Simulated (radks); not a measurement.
Valence configurations of Se I (all share [Ar]). Method: scalar-relativistic Kohn-Sham, PBEsol, spin-polarised, spherical densities, point nucleus; open shells are filled with parallel spins first; computed with a radial shooting solver on a logarithmic mesh with Libxc functionals. Energies are relative to 3d10 4s2 4p4; eigenvalues in eV for spin up.

valence           E (eV)  moment (Bohr magnetons)    e(3d)   e(4p)    e(4s)
3d10 4s2 4p4       0.000                        2  -53.086  -7.102  -17.901
3d10 4s1.5 4p4.5   5.385                        2  -53.941  -7.450  -18.412
3d10 4s1 4p5      10.785                        2  -54.789  -7.798  -18.920
3d10 4s0.5 4p5.5  16.934                        1  -55.541  -7.781  -18.947
3d10 4p6          22.716                        0  -56.227  -7.702        -
3d9.5 4s2 4p4.5   24.749                        2  -59.186  -7.643  -18.953
3d9.5 4s1.5 4p5   30.364                        2  -60.006  -7.976  -19.435
3d9.5 4s0.5 4p6   42.225                        1  -61.513  -8.255  -19.895
3d9 4s2 4p5       51.783                        2  -65.408  -8.169  -19.966
3d8 4s2 4p6       112.92                        2  -78.227  -9.196  -21.906

NIST lists [Ar] 3d10 4s2 4p4 as the ground configuration; this level of theory agrees among the configurations tried. The energies are those of spherical high-spin densities, not of single terms.
